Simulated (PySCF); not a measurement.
An EPR job on `[CH2][C@H]1CCC(C#N)=C1F` [radical].

Computed with UKS B3LYP, pcH-1 on C F H N, non-relativistic, mean-field spin-orbit, GIAO (PySCF 2.14.0). Geometry: GFN2-xTB. A driver script takes a list of jobs; this job's settings line and coordinates (Å) are shown.

Command:
```bash
OMP_NUM_THREADS=1 python probes_run.py task.json out
```

Input:
```
{"job": {"kind": "epr", "basis": "pcH-1"}, "charge": 0, "multiplicity": 2}
C     -1.768127     0.594566    -0.672067
C     -0.755301     0.965950     0.332625
C     -0.425806    -0.120026     1.361672
C      0.527470    -1.095318     0.647014
C      1.093287    -0.282515    -0.491970
C      2.176553    -0.741014    -1.241618
N      3.074568    -1.163268    -1.821921
C      0.399458     0.867378    -0.628165
F      0.627414     1.829494    -1.522172
H     -1.972355    -0.437509    -0.871869
H     -2.157195     1.340391    -1.342321
H     -0.902130     1.959814     0.753281
H      0.082266     0.334292     2.211561
H     -1.325532    -0.615388     1.721168
H     -0.001226    -1.966706     0.252070
H      1.319057    -1.461199     1.301303
```

Output:
```
UKS, coarse grid
  cycle   1  E = -425.37173327  |g| = 4.73e-01
  cycle   2  E = -425.10397103  |g| = 9.22e-01
  cycle   3  E = -425.45730959  |g| = 1.76e-01
  cycle   4  E = -425.46935051  |g| = 6.89e-02
  cycle   5  E = -425.47109642  |g| = 2.62e-02
  cycle   6  E = -425.47142247  |g| = 6.90e-03
  cycle   7  E = -425.47145202  |g| = 3.50e-03
  cycle   8  E = -425.47146030  |g| = 1.64e-03
  cycle   9  E = -425.47146266  |g| = 7.70e-04
UKS, final grid
  cycle   1  E = -425.47144723  |g| = 1.02e-03
  cycle   2  E = -425.47144681  |g| = 1.64e-03
  cycle   3  E = -425.47144786  |g| = 2.47e-04
  cycle   4  E = -425.47144791  |g| = 1.72e-04
  cycle   5  E = -425.47144797  |g| = 1.44e-04
  cycle   6  E = -425.47144800  |g| = 3.98e-05
  cycle   7  E = -425.47144800  |g| = 1.28e-05
E = -425.47144800 Eh   <S^2> = 0.7617 (exact 0.7500)
g shifts (ppm)      1          2          3
  rmc          -148       -148       -148
  gc             12         29         29
  oz_so          12        566        794
  total        -124        448        675
hyperfine (MHz)  atom isotope    a_iso     a_fc   dipolar eigenvalues
    0   13C      80.52      80.52    -76.29    -74.89    151.18
    1   13C     -22.22     -22.22     -3.08      0.27      2.80
    2   13C       7.23       7.23     -1.91     -1.42      3.33
    3   13C      -4.65      -4.65     -0.60     -0.32      0.92
    4   13C      15.58      15.58    -15.01    -14.17     29.18
    5   13C      -9.87      -9.87     -4.55     -0.43      4.98
    6   14N       1.78       1.78     -3.49     -2.72      6.21
    7   13C      55.50      55.50    -20.37      2.79     17.58
    8   19F      -5.86      -5.86    -32.46     13.10     19.36
    9    1H     -58.01     -58.01    -36.17     -0.35     36.52
   10    1H     -59.46     -59.46    -36.29     -0.31     36.60
   11    1H      30.51      30.51     -4.50     -4.09      8.59
   12    1H      -1.22      -1.22     -1.95     -1.13      3.08
   13    1H      -2.21      -2.21     -3.58     -2.05      5.63
   14    1H      12.52      12.52     -2.38     -0.82      3.20
   15    1H       7.77       7.77     -1.63     -0.54      2.17
```

rmc, gc and oz_so are the mass-correction, gauge-correction and orbital-Zeeman/spin–orbit parts of the g shift along its three principal axes; a_iso is the isotropic hyperfine coupling and a_fc its Fermi-contact part. The program numbers atoms from 0.

Task: Get g_iso from the total shifts.

Result: Their mean is 333 ppm; added to g_e = 2.002319 it gives 2.00265.

Task: How far is ⟨S²⟩ from the pure-spin value?

Result: S = 0.5 gives S(S+1) = 0.75; the run has 0.7617, 0.0117 more.

Main results: ⟨S²⟩ 0.762; g_iso 2.0027.

One conformer (not necessarily the lowest) at the GFN2-xTB geometry, without solvent, vibrations or thermal averaging. Note that the optimisation stopped short of convergence; the values belong to its last geometry.

On an Arm Neoverse V1 with one thread, on a shared host, this took 86 s wall (with the writing of density and orbital grids) and 1.1 GiB of memory at its peak.
Labels such as C1 count atoms from 1, the log's own numbers from 0.
